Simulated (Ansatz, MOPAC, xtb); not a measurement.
## BCl2F (dichlorofluoroborane): the zero-point energy at each level's own minimum, rung by rung

BCl2F, singlet, SMILES `FB(Cl)Cl`. Each level relaxes the structure for itself.

Each level gives the zero-point energy at each level's own minimum (kJ/mol). The values are calculated.

```tsv
level	kind	program	value (kJ/mol)
AM1	semi-empirical	MOPAC	27.0
MNDO	semi-empirical	MOPAC	27.1
PM6-DH+	semi-empirical	MOPAC	22.9
GFN1-xTB	semi-empirical	xtb	22.4
HF/STO-3G	Hartree–Fock	Ansatz	27.7
HF/3-21G	Hartree–Fock	Ansatz	25.0
HF/def2-SVP	Hartree–Fock	Ansatz	25.7
HF/6-31G* (Cartesian functions)	Hartree–Fock	Ansatz	25.8
SVWN5/def2-TZVP	LDA	Ansatz	24.0
PBE/def2-SVP	GGA	Ansatz	23.8
```

Harmonic and unscaled. The values span 22.4 to 27.7 kJ/mol.
